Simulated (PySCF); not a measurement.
PySCF input (M06-2X/def2-TZVPD):

```python
from pyscf import gto, scf, dft

mol = gto.M(
    atom='''
    Si    0.25122624    0.02080846   -0.26972620
    O     1.07582876    0.09952672    1.16659166
    O    -0.85067735    1.22978299   -0.54058398
    N    -0.70000451   -1.38820446   -0.12913952
    H     1.90995251    0.57603644    1.15572808
    H    -0.52835794    2.00656171   -1.00498356
    H    -0.32480178   -2.23292578    0.27035544
    H    -1.47513989   -1.55803726   -0.74901802
    ''',
    basis='def2-tzvpd',
    charge=0,
    spin=1,
    verbose=4,
)

mf = dft.UKS(mol, xc='m062x').density_fit(auxbasis='def2-universal-jkfit')
mf.grids.level = 4
mf.conv_tol = 1e-9
mf.max_cycle = 100
mf.max_memory = 1500
mf.kernel()
if not mf.converged:
    mf = mf.newton()
    mf.kernel(mf.make_rdm1())
for _ in range(2):
    mo, _, stable, _ = mf.stability(return_status=True)
    if stable:
        break
    mf.kernel(mf.make_rdm1(mo, mf.mo_occ))
mf.analyze()
```

Output:

```
PySCF version 2.14.0

[INPUT] verbose = 4
[INPUT] num. atoms = 8
[INPUT] num. electrons = 41
[INPUT] charge = 0
[INPUT] spin (= nelec alpha-beta = 2S) = 1
[INPUT] symmetry False subgroup None
[INPUT] Mole.unit = angstrom
[INPUT] Symbol           X                Y                Z      unit          X                Y                Z       unit  Magmom
[INPUT]  1 Si     0.251226240000   0.020808460000  -0.269726200000 AA    0.474748788904   0.039322290474  -0.509708646620 Bohr   0.0
[INPUT]  2 O      1.075828760000   0.099526720000   1.166591660000 AA    2.033021713330   0.188078242876   2.204538736602 Bohr   0.0
[INPUT]  3 O     -0.850677350000   1.229782990000  -0.540583980000 AA   -1.607547211871   2.323953043749  -1.021555669527 Bohr   0.0
[INPUT]  4 N     -0.700004510000  -1.388204460000  -0.129139520000 AA   -1.322816809860  -2.623326234300  -0.244038324658 Bohr   0.0
[INPUT]  5 H      1.909952510000   0.576036440000   1.155728080000 AA    3.609287154826   1.088551109369   2.184009545669 Bohr   0.0
[INPUT]  6 H     -0.528357940000   2.006561710000  -1.004983560000 AA   -0.998451802339   3.791852083939  -1.899143688090 Bohr   0.0
[INPUT]  7 H     -0.324801780000  -2.232925780000   0.270355440000 AA   -0.613786408971  -4.219618180681   0.510897737886 Bohr   0.0
[INPUT]  8 H     -1.475139890000  -1.558037260000  -0.749018020000 AA   -2.787610387521  -2.944263713268  -1.415438920164 Bohr   0.0

nuclear repulsion = 176.180152053209
number of shells = 76
number of NR pGTOs = 275
number of NR cGTOs = 196
basis = def2-tzvpd
ecp = {}

******** <class 'pyscf.df.df_jk.DFUKS'> ********
method = DFUKS
initial guess = minao
damping factor = 0
level_shift factor = 0
DIIS = <class 'pyscf.scf.diis.CDIIS'>
diis_start_cycle = 1
diis_space = 8
diis_damp = 0
SCF conv_tol = 1e-09
SCF conv_tol_grad = None
SCF max_cycles = 100
direct_scf = False
number electrons alpha = 21  beta = 20
XC library pyscf.dft.libxc version 7.1.2
    S. Lehtola, C. Steigemann, M. J. T. Oliveira, and M. A. L. Marques,  SoftwareX 7, 1–5 (2018)
XC functionals = m062x
    Y. Zhao and D. G. Truhlar,  Theor. Chem. Acc. 120, 215 (2008)
    Y. Zhao and D. G. Truhlar,  Theor. Chem. Acc. 120, 215 (2008)
radial grids:
    Treutler-Ahlrichs [JCP 102, 346 (1995); DOI:10.1063/1.469408] (M4) radial grids

becke partition: Becke, JCP 88, 2547 (1988); DOI:10.1063/1.454033
pruning grids: <function nwchem_prune>
grids dens level: 4
symmetrized grids: False
atomic radii adjust function: <function treutler_atomic_radii_adjust>
small_rho_cutoff = 0
Set gradient conv threshold to 3.16228e-05
tot grids = 176152
******** <class 'pyscf.df.df.DF'> ********
auxbasis = def2-universal-jkfit
init E= -497.522284652679
  alpha nocc = 21  HOMO = -0.162818994155799  LUMO = -0.00988687734527542
[...]
  beta  nocc = 20  HOMO = -0.341684279280827  LUMO = -0.0832689300130269
  HOMO = -0.239503999638  LUMO = -0.083268930013  gap/eV = 4.25137
Extra cycle  E= -497.194398161357  delta_E= -4.99e-11  |g|= 2.98e-06  |ddm|= 1.8e-05
converged SCF energy = -497.194398161357  <S^2> = 0.75313716  2S+1 = 2.0031347
uhf_internal: lowest eigs of H = [0.33188363 0.33453598 0.36081505]
<class 'pyscf.df.df_jk.DFUKS'> wavefunction is stable in the internal stability analysis
**** SCF Summaries ****
Total Energy =                        -497.194398161356787
Nuclear Repulsion Energy =             176.180152053209042
One-electron Energy =                -1036.390912486941261
Two-electron Energy =                  363.016362272375432
Two-electron Coulomb Energy =          409.571121804220695
DFT Exchange-Correlation Energy =      -46.554759531845278
HOMO-LUMO gap [eV] =                     4.251372789427201
**** MO energy ****
                             alpha | beta                alpha | beta
MO #1   energy= -67.0475388960641  | -67.0430301964521  occ= 1 | 1
MO #2   energy= -19.6297939022686  | -19.6278725294567  occ= 1 | 1
MO #3   energy= -19.6297900118827  | -19.6278665305443  occ= 1 | 1
MO #4   energy= -14.7288304535647  | -14.7271522605175  occ= 1 | 1
MO #5   energy= -5.5783064676467   | -5.5744927204936   occ= 1 | 1
MO #6   energy= -3.89256151145766  | -3.88682365272651  occ= 1 | 1
MO #7   energy= -3.88849022988482  | -3.88642342893779  occ= 1 | 1
MO #8   energy= -3.88792517078906  | -3.8828234480016   occ= 1 | 1
MO #9   energy= -1.13758398763766  | -1.12991101369933  occ= 1 | 1
MO #10  energy= -1.12063828116674  | -1.11351338082649  occ= 1 | 1
MO #11  energy= -0.955645312879689 | -0.94930853525554  occ= 1 | 1
MO #12  energy= -0.652022074079909 | -0.644520224494784 occ= 1 | 1
MO #13  energy= -0.602378513485448 | -0.599059725877446 occ= 1 | 1
MO #14  energy= -0.55260699229654  | -0.550341985436037 occ= 1 | 1
MO #15  energy= -0.519373097764656 | -0.506043741839963 occ= 1 | 1
MO #16  energy= -0.49811720945544  | -0.480192191917903 occ= 1 | 1
MO #17  energy= -0.458725576352078 | -0.441538268242942 occ= 1 | 1
MO #18  energy= -0.440993711129921 | -0.4339484402785   occ= 1 | 1
MO #19  energy= -0.404821304435236 | -0.402881731594882 occ= 1 | 1
MO #20  energy= -0.35797213035903  | -0.341684279280827 occ= 1 | 1
MO #21  energy= -0.239503999638018 | -0.0832689300130269 occ= 1 | 0
MO #22  energy= 0.00939655968128423 | 0.0140377693341409 occ= 0 | 0
MO #23  energy= 0.0286513186345302 | 0.0210715536525931 occ= 0 | 0
MO #24  energy= 0.0291032606935606 | 0.0244177536745142 occ= 0 | 0
MO #25  energy= 0.0652173876443229 | 0.0581197618084655 occ= 0 | 0
MO #26  energy= 0.0699861247231609 | 0.0662007302463838 occ= 0 | 0
MO #27  energy= 0.0778084562811162 | 0.0690155053776347 occ= 0 | 0
MO #28  energy= 0.0803802973618097 | 0.0740650521369256 occ= 0 | 0
MO #29  energy= 0.0893276250227521 | 0.089723303659073  occ= 0 | 0
MO #30  energy= 0.102331559653435  | 0.0964484100690381 occ= 0 | 0
MO #31  energy= 0.116069259939979  | 0.116877612497027  occ= 0 | 0
MO #32  energy= 0.132414657030326  | 0.120514215800685  occ= 0 | 0
MO #33  energy= 0.139951876141375  | 0.134608939567264  occ= 0 | 0
MO #34  energy= 0.148366762270828  | 0.142532744414106  occ= 0 | 0
MO #35  energy= 0.153957363222807  | 0.147170859990079  occ= 0 | 0
MO #36  energy= 0.160093287718598  | 0.160484381710394  occ= 0 | 0
MO #37  energy= 0.191563356907021  | 0.173716973396523  occ= 0 | 0
MO #38  energy= 0.195556906986233  | 0.174513767395953  occ= 0 | 0
MO #39  energy= 0.205661619259687  | 0.178939618062808  occ= 0 | 0
MO #40  energy= 0.221252158636678  | 0.209184684834469  occ= 0 | 0
MO #41  energy= 0.224782647453999  | 0.231636569616293  occ= 0 | 0
MO #42  energy= 0.243568906570644  | 0.241445509472516  occ= 0 | 0
MO #43  energy= 0.251912716006946  | 0.252683753371556  occ= 0 | 0
MO #44  energy= 0.25519884616522   | 0.254239431115278  occ= 0 | 0
MO #45  energy= 0.260392985427454  | 0.257388602147882  occ= 0 | 0
MO #46  energy= 0.276880661227757  | 0.263515367281735  occ= 0 | 0
MO #47  energy= 0.290615078600673  | 0.281775724302181  occ= 0 | 0
MO #48  energy= 0.294496211077023  | 0.285038724710086  occ= 0 | 0
MO #49  energy= 0.299986502836228  | 0.295103751298372  occ= 0 | 0
MO #50  energy= 0.313822038480934  | 0.309704697001513  occ= 0 | 0
MO #51  energy= 0.318766845188368  | 0.313302443935375  occ= 0 | 0
MO #52  energy= 0.319427490594987  | 0.316277530260891  occ= 0 | 0
MO #53  energy= 0.323782734237322  | 0.318219944806985  occ= 0 | 0
MO #54  energy= 0.345526077992801  | 0.340852371099415  occ= 0 | 0
MO #55  energy= 0.357333480398739  | 0.342878821687869  occ= 0 | 0
MO #56  energy= 0.358684178793821  | 0.347352771446554  occ= 0 | 0
MO #57  energy= 0.383967538106027  | 0.359298728685506  occ= 0 | 0
MO #58  energy= 0.388372227002762  | 0.384032412009736  occ= 0 | 0
MO #59  energy= 0.401509228800206  | 0.404763406895494  occ= 0 | 0
MO #60  energy= 0.423120883928455  | 0.41297776590927   occ= 0 | 0
MO #61  energy= 0.446722696402171  | 0.430843256779131  occ= 0 | 0
MO #62  energy= 0.449121330638597  | 0.440829584241073  occ= 0 | 0
MO #63  energy= 0.459653257788566  | 0.460658241696151  occ= 0 | 0
MO #64  energy= 0.493214144913902  | 0.48812005175228   occ= 0 | 0
MO #65  energy= 0.511825072941968  | 0.503275224194777  occ= 0 | 0
MO #66  energy= 0.526408327101089  | 0.517190554414605  occ= 0 | 0
MO #67  energy= 0.53649772678109   | 0.531311482353928  occ= 0 | 0
MO #68  energy= 0.552288866067414  | 0.550301839722242  occ= 0 | 0
MO #69  energy= 0.564208486622957  | 0.56330433693623   occ= 0 | 0
MO #70  energy= 0.592880654729458  | 0.586148043932875  occ= 0 | 0
MO #71  energy= 0.601012087910432  | 0.598861768218601  occ= 0 | 0
MO #72  energy= 0.623740814961392  | 0.616077832755951  occ= 0 | 0
MO #73  energy= 0.631624920127817  | 0.626600552072671  occ= 0 | 0
MO #74  energy= 0.665661732967111  | 0.642157422739502  occ= 0 | 0
MO #75  energy= 0.6754420585159    | 0.667184079055321  occ= 0 | 0
MO #76  energy= 0.676835423551539  | 0.668345020257256  occ= 0 | 0
MO #77  energy= 0.688794939865464  | 0.677019091387853  occ= 0 | 0
MO #78  energy= 0.734823327924949  | 0.725702272230368  occ= 0 | 0
MO #79  energy= 0.740985563130937  | 0.72934427092072   occ= 0 | 0
MO #80  energy= 0.742710461225456  | 0.73796652411971   occ= 0 | 0
MO #81  energy= 0.765125687651304  | 0.755208501917434  occ= 0 | 0
MO #82  energy= 0.784959974797071  | 0.776018448004625  occ= 0 | 0
MO #83  energy= 0.806248037040049  | 0.784889372962232  occ= 0 | 0
MO #84  energy= 0.808677518268857  | 0.804499666205934  occ= 0 | 0
MO #85  energy= 0.84565307436097   | 0.843972648067656  occ= 0 | 0
MO #86  energy= 0.849784857466028  | 0.844032812316433  occ= 0 | 0
MO #87  energy= 0.879719978347465  | 0.869818225038091  occ= 0 | 0
MO #88  energy= 0.929562095818725  | 0.924339937082273  occ= 0 | 0
MO #89  energy= 0.943167466482908  | 0.935669133896436  occ= 0 | 0
MO #90  energy= 0.947258270751915  | 0.946382439252936  occ= 0 | 0
MO #91  energy= 0.994502118100447  | 0.986316247525709  occ= 0 | 0
MO #92  energy= 1.00137022607146   | 0.98956971021914   occ= 0 | 0
MO #93  energy= 1.04298637742395   | 1.03364251572565   occ= 0 | 0
MO #94  energy= 1.09322459853586   | 1.08173057688666   occ= 0 | 0
MO #95  energy= 1.10190143043323   | 1.09397977113893   occ= 0 | 0
MO #96  energy= 1.13657066061584   | 1.12667877168262   occ= 0 | 0
MO #97  energy= 1.15444864641339   | 1.13606271898733   occ= 0 | 0
MO #98  energy= 1.18812758871231   | 1.176180254999     occ= 0 | 0
MO #99  energy= 1.20057727132952   | 1.18295577412657   occ= 0 | 0
MO #100 energy= 1.22575108688042   | 1.20516193755706   occ= 0 | 0
MO #101 energy= 1.23171347749102   | 1.23320206885129   occ= 0 | 0
MO #102 energy= 1.31332131553941   | 1.31654665156124   occ= 0 | 0
MO #103 energy= 1.31899927587876   | 1.31757399117279   occ= 0 | 0
MO #104 energy= 1.36593457228042   | 1.36482306453262   occ= 0 | 0
[...]
```

It need not be the lowest isomer of its formula.
